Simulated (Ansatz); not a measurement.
Reactions of `[NH2][Al]([Br])[Br]`.

Program: Ansatz. Geometries: PBE0-D4/def2-TZVP. ΔE: electronic, gas phase. CCSD(T)/CBS adds triple-zeta CCSD(T) − MP2 to the extrapolated MP2 energy (def2 sets, frozen cores). This one scheme is used for every species, atoms too. Functionals use def2-TZVPP. No spin–orbit coupling; open shells (•) take unrestricted orbitals. Spin–orbit coupling would lower the free atoms: a little for Al; clearly for Br. Bonds to Br are less sure, by a few kJ/mol each and by 10 to 20 or more in all where they break to atoms, as the def2 sets lack core-valence functions. Scalar relativity is left out up to krypton. One conformer a species, not always the lowest.

| reaction | LDA (SPW92) (eV) | ωB97M-V (eV) |
| --- | --- | --- |
| `[NH2][Al]([Br])[Br]` + H₂ → `[Br][AlH][Br]` + NH₃ | 0.75 | 0.77 |
| `[NH2][Al]([Br])[Br]` + HBr → `[Br][Al]([Br])[Br]` + NH₃ | -0.53 | -0.60 |
| `[NH2][Al]([Br])[Br]` + H–F → `[NH2][Al]([F])[Br]` + HBr | -0.21 | -0.22 |
| `[NH2][Al]([Br])[Br]` + HCl → `[Cl][Al]([Br])[Br]` + NH₃ | -0.54 | -0.61 |
| `[NH2][Al]([Br])[Br]` + H–F → `[F][Al]([Br])[Br]` + NH₃ | -0.74 | -0.82 |
| `[NH2][Al]([Br])[Br]` → Al• + 2 Br• + 2 H• + N• | 22.55 | 19.91 |
| `[NH2][Al]([Br])[Br]` + H₂O → `[OH][Al]([Br])[Br]` + NH₃ | -0.37 | -0.40 |
| `[NH2][Al]([Br])[Br]` + HCl → `[NH2][Al]([Cl])[Br]` + HBr | -0.01 | -0.01 |
| `[NH2][Al]([Br])[Br]` + H₂O → `[NH2][Al]([OH])[Br]` + HBr | 0.28 | 0.31 |
| `[NH2][Al]([Br])[Br]` + H₂ → `[NH2][AlH][Br]` + HBr | 1.33 | 1.42 |

Q: Give the CCSD(T)/CBS values in the same order. (Estimate.)

A: Ansatz gave: 0.79, -0.64, -0.17, -0.62, -0.81, 20.15, -0.38, 0.01, 0.36, 1.47 eV.

Largest T1 diagnostic: 0.018, for Al•.
